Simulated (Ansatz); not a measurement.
Input and output for CH$_{4}$AlNOSi, SMILES `[OH][Al]1[CH]=N[SiH2]1`.

```yaml
crystal:
  periodic: [false, false, false]
  atoms:
    - {symbol: O, position_ang: [-0.831068, 2.176575, -1.389775]}
    - {symbol: Al, position_ang: [-0.270005, 0.831727, -0.532160]}
    - {symbol: C, position_ang: [1.528807, 0.116067, -0.041372]}
    - {symbol: N, position_ang: [1.220097, -0.940331, 0.612104]}
    - {symbol: Si, position_ang: [-0.545943, -1.212938, 0.742007]}
    - {symbol: H, position_ang: [-1.742379, 2.409779, -1.558232]}
    - {symbol: H, position_ang: [2.590696, 0.361360, -0.169681]}
    - {symbol: H, position_ang: [-0.954004, -1.259215, 2.173950]}
    - {symbol: H, position_ang: [-0.907600, -2.529425, 0.146058]}
basis:
  gaussian: {orbitals: pcseg-2}
hamiltonian: {xc: {name: wB97M-V}}
accuracy: high
output: {forces: true}
```

```sh
$ ansatz run in.yaml --threads 2 --pin off --events-out ev --progress --plain --max-ram 4352MiB
```

It prints (some lines left out):

```
Functional definition: wB97M-V
3875 factors; integrals over basis functions are off by at most 3.0e-8 eV
506 factors; integrals over basis functions are off by at most 1.7e-9 eV
mean field evaluation 1: about -19105.1432 eV, gradient 6.8e1 eV
mean field evaluation 2: about -19101.3524 eV, gradient 8.2e1 eV
mean field evaluation 4: about -19113.8671 eV, gradient 3.6e0 eV
mean field evaluation 8: about -19114.0068 eV, gradient 4.0e-1 eV
mean field evaluation 16: about -19114.0076 eV, gradient 1.4e-4 eV
mean field -19114.00755853 eV, -702.4268218363 hartree, gradient 6.9e-8 eV, S^2 0.000000; 0 other end points of the search recorded, 0 dependent functions left out
reference -19114.00756539 eV, -702.4268220886 hartree; 26, 26 occupied and 188, 188 virtual orbitals, 3875 factors
Total energy: -19114.00756539 eV, -702.4268220886 hartree
Atom 0 at    -0.831068     2.176575    -1.389775 Å, force    -0.127439    -0.022168     0.011012 eV/Å
Atom 1 at    -0.270005     0.831727    -0.532160 Å, force     0.123876    -0.115138     0.075086 eV/Å
Atom 2 at     1.528807     0.116067    -0.041372 Å, force     0.079278     0.045178    -0.026385 eV/Å
Atom 3 at     1.220097    -0.940331     0.612104 Å, force    -0.015318     0.040082    -0.024961 eV/Å
Atom 4 at    -0.545943    -1.212938     0.742007 Å, force    -0.051478    -0.137699     0.085032 eV/Å
Atom 5 at    -1.742379     2.409779    -1.558232 Å, force     0.072516     0.041321    -0.024130 eV/Å
Atom 6 at     2.590696     0.361360    -0.169681 Å, force    -0.140406    -0.030869     0.015563 eV/Å
Atom 7 at    -0.954004    -1.259215     2.173950 Å, force     0.031946     0.018077    -0.170215 eV/Å
Atom 8 at    -0.907600    -2.529425     0.146058 Å, force     0.027024     0.161217     0.059000 eV/Å
Dipole moment:    -0.457683     0.273762    -0.181879 e Å
```

Hardware: 2 threads of an Intel Xeon on a shared host. Wall time 75 s, peak host memory 1.7 GiB.
